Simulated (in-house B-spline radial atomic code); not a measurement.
**Ionising Si⁶⁺ with different functionals**

Computed with a B-spline radial code for spherical atoms: scalar-relativistic (spin-free X2C) Hamiltonian, Fermi nucleus of rms radius 3.1224 fm, spin-polarised at highest spin, spherical fractional occupations for the functionals, and exact exchange of hybrids averaged over the configuration. The ionisation energy is the difference of two self-consistent energies, [He] 2s2 2p4 → [He] 2s2 2p3, without Breit or QED terms; ε is the level of the shell that loses the electron (its least bound occupied spin orbital).

```csv
method,rung,ΔSCF (eV),-ε(2p) (eV)
PBE0,global hybrid,246.11,231.37
B3LYP,global hybrid,246.53,230.56
TPSSh,global hybrid,245.61,227.92
BHandHLYP,global hybrid,?,?
r2SCAN0,global hybrid,245.03,231.09
B97-1,global hybrid,?,?
HSE06,range-separated hybrid,246.20,231.05
wB97X,range-separated hybrid,245.82,233.04
CAM-B3LYP,range-separated hybrid,246.38,232.49
LC-wPBE,range-separated hybrid,246.23,231.86
```

What does BHandHLYP give?

ΔSCF 246.39 eV, and -ε(2p) = 237.12 eV.

What does B97-1 give?

ΔSCF 246.16 eV, and -ε(2p) = 230.52 eV.

Among the functionals, which spreads more, the ΔSCF values or the orbital energies?

The orbital energies: ΔSCF values span about 1.49 eV and the orbital energies 9.20 eV; here energy differences depend much less on the functional than eigenvalues do.

How do they compare with the NIST value?

NIST lists 246.57 eV ± 0.05 (semi-empirical, ground level to ground level). Errors run from -1.54 to -0.04 eV; B3LYP is closest (-0.04 eV), but part of that can be cancellation, since the calculations leave out spin-orbit coupling, Breit-QED terms, multiplet and fine-structure energies.
